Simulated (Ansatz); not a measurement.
Cartesian coordinates (Å):
```xyz
4

Sc     0.0000     0.0000     0.0001
F     -0.5942    -1.3587     1.0767
F      0.9213    -0.3847    -1.5366
F     -0.3271     1.7434     0.4599
```
Charge 0, spin multiplicity 1.

Computed with Ansatz (an electronic-structure program) with frozen-core CCSD(T)/def2-TZVPP // PBE-D3(BJ)/def2-SVP.

- HF energy = -1058.48587 Ha
- MP2 correlation energy = -1.05197 Ha

Task: Estimate the CCSD correlation energy, the (T) correction, the total energy and the T1 diagnostic.

Result: 
CCSD correlation energy: -1.05693 Ha
(T) correction: -0.03377 Ha
CCSD(T) total energy: -1059.57658 Ha
T1 diagnostic: 0.017
